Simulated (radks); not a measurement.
The numbers below are computed, except where a source is named.
Species: Ba V. Configuration: [Kr] 4d10 5s2 5p4 (the NIST ground configuration).

Level of theory: Dirac Kohn-Sham, B86b exchange with PBE correlation, spin-unpolarised, spherical densities, finite nucleus; open shells fill j = l - 1/2 first; Fermi nuclear charge, rms radius 4.8378 fm (a radial shooting solver on a logarithmic mesh with Libxc functionals).

Energy parts (eV):
| part | energy |
|---|---|
| total | -221397.47 |
| kinetic | 236337.40 |
| electron-nucleus | -536360.47 |
| Hartree | 84008.68 |
| exchange-correlation | -5383.08 |

Orbitals (lengths in bohr, moments of r in powers of bohr; <r^-3> diverges for s and p1/2; r(max) is where P^2 peaks):
orbital  occ.  eigenvalue (eV)   <1/r>  <r^-3>      <r>   r(max)
1s1/2       2        -37270.64   60.70       -  0.02558  0.01642
2s1/2       2        -5922.588   14.25       -   0.1093  0.09302
2p1/2       2        -5581.414   14.24       -  0.09192  0.07107
2p3/2       4        -5199.586   12.99    6296  0.09792  0.07614
3s1/2       2        -1281.758   5.122       -   0.2916   0.2665
3p1/2       2        -1138.522   5.033       -   0.2815   0.2531
3p3/2       4        -1064.706   4.725    1247   0.2934   0.2642
3d3/2       4        -813.3854   4.585   202.6   0.2643   0.2133
3d5/2       6        -797.6509   4.506   185.6   0.2681   0.2164
4s1/2       2        -283.1824   2.104       -   0.6734   0.6252
4p1/2       2        -231.0732   1.999       -   0.6961   0.6372
4p3/2       4        -215.6593   1.899   261.3   0.7231   0.6612
4d3/2       4        -130.4723   1.675   34.57   0.7915   0.6901
4d5/2       6        -127.8409   1.651   31.39   0.8013   0.6981
4f5/2       0         -35.5515   1.094   3.174    1.195   0.7964
4f7/2       0         -35.3247   1.086   3.099    1.203   0.8015
5s1/2       2         -70.0806  0.8416       -    1.576    1.447
5p1/2       2         -55.5668  0.7560       -    1.736    1.575
5p3/2       2         -53.0847  0.7251   42.20    1.799    1.634
6s1/2       0         -27.5620  0.4000       -    3.271    3.144

The highest occupied level is 5p3/2 at -53.085 eV. The electron density at the nucleus is 3.229e+05 e/bohr^3. For comparison, the ionisation energy in NIST's Atomic Spectra Database is 58 eV (theoretical). In exact Kohn-Sham theory the highest level is minus the ionisation energy, but local and semilocal functionals leave it too shallow, through self-interaction and a potential that decays too fast; potentials with the right tail come closer.

Beside tabulated values, note that spin-unpolarised runs miss the spin-polarisation part of the exchange energy of open shells.
